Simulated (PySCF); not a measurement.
Spectra and structures to be paired. Computed with PySCF, TDDFT B3LYP/def2-SVPD, vertical, gas phase, core orbitals frozen in the response. Geometries: GFN2-xTB; one conformer of each isolated species. Triplets are in the Tamm–Dancoff approximation.

A. `C1[C@@H]2[C@H]3[C@@]2([C@@H]1[C@@H]3C#N)F`
B. `S=C1CCCC1`
C. `C=C1/C(=C\F)C[C@@H]1C#N`
D. `[SiH3]CCC1=C[SiH2]C1`
E. `[SiH3]C[SiH]1CC=CC1`

Lowest singlet levels (six at most, fewer where fewer were computed) with oscillator strengths:

1. 204 nm (f 0.010); 196 nm (f 0.173); 192 nm (f 0.025); 190 nm (f 0.001); 188 nm (f 0.072); 181 nm (f 0.004); T1 4.35 eV
2. 182 nm (f 0.001); 180 nm (f 0.004); 176 nm (f 0.000); 170 nm (f 0.001); 167 nm (f 0.000); 163 nm (f 0.009); T1 6.34 eV
3. 198 nm (f 0.002); 192 nm (f 0.004); 189 nm (f 0.010); 179 nm (f 0.051); 176 nm (f 0.002); 174 nm (f 0.057); T1 4.52 eV
4. 241 nm (f 0.287); 203 nm (f 0.001); 201 nm (f 0.010); 200 nm (f 0.011); 194 nm (f 0.017); 185 nm (f 0.024); T1 2.95 eV
5. 508 nm (f 0.000); 231 nm (f 0.022); 228 nm (f 0.231); 201 nm (f 0.070); 198 nm (f 0.006); 197 nm (f 0.000); T1 2.03 eV

Task: Match each spectrum to its molecule.

Result: 1 = D, 2 = A, 3 = E, 4 = C, 5 = B.
- A: S1 at 6.81 eV, HOMO→LUMO (89%); Löwdin shares by element: HOMO carbon 57% or more, fluorine 15% (atoms not listed hold the other 28%); LUMO carbon 38% or more, nitrogen 12% (atoms not listed hold the other 50%); HOMO -7.62 and LUMO 0.14 eV.
- B: S1 at 2.44 eV, HOMO→LUMO (100%); S1 has the pattern of n→π* at C=S; HOMO -5.97 and LUMO -2.16 eV; point group C2, 2 of its 6 listed states under f = 0.0005.
- C: S1 at 5.15 eV, HOMO→LUMO (96%); Löwdin shares by element: HOMO carbon 78% or more (atoms not listed hold the other 22%); LUMO carbon 71% or more (atoms not listed hold the other 29%); HOMO -6.96 and LUMO -1.87 eV.
- D: S1 at 6.09 eV, HOMO→LUMO+1 (85%); Löwdin shares by element: HOMO carbon 71% or more, silicon 6% or more (atoms not listed hold the other 23%); LUMO carbon 51% or more, silicon 15% (atoms not listed hold the other 35%); HOMO -7.01 and LUMO -0.23 eV.
- E: S1 at 6.27 eV, HOMO→LUMO (68%), HOMO→LUMO+3 (23%); Löwdin shares by element: HOMO carbon 82% or more (atoms not listed hold the other 18%); LUMO silicon 37%, carbon 11% or more, hydrogen 8% or more (atoms not listed hold the other 44%); HOMO -6.80 and LUMO 0.20 eV.
